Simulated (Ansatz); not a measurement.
`CC1[SiH2]N1[SiH3]` at its PBE0-D4/def2-TZVP geometry, where that method's forces vanish. The species carries charge 0 and has multiplicity 1.

```xyz
14

C     0.9611    1.6613   -0.0323
C     0.1149    0.6189    0.6476
Si   -1.6938    0.4115    0.4102
N    -0.3932   -0.4893   -0.2195
Si    0.3244   -1.9946   -0.5921
H     0.4901    2.0155   -0.9518
H     1.1151    2.5196    0.6266
H     1.9453    1.2597   -0.2959
H     0.5288    0.2743    1.5992
H    -2.5487   -0.1816    1.4657
H    -2.4590    1.2641   -0.5280
H     1.5416   -1.8139   -1.4309
H     0.7446   -2.7347    0.6350
H    -0.6712   -2.8108   -1.3338
```

**Question.** What forces (eV/Å) does r2SCAN-D4/def2-TZVPP give on these atoms in Ansatz 0.2.0? (Estimate.)

**Answer.** Computed: 
```
C1   0.066  0.093 -0.065
C2   0.073  0.117  0.217
Si3 -0.160  0.044  0.028
N4  -0.041 -0.188 -0.192
Si5  0.021 -0.051 -0.008
H6   0.008 -0.007  0.013
H7   0.003 -0.013 -0.012
H8  -0.009  0.005  0.003
H9   0.014 -0.007  0.012
H10  0.012  0.002 -0.012
H11  0.015 -0.011  0.008
H12 -0.025 -0.008  0.019
H13 -0.004  0.009 -0.026
H14  0.027  0.015  0.016
```
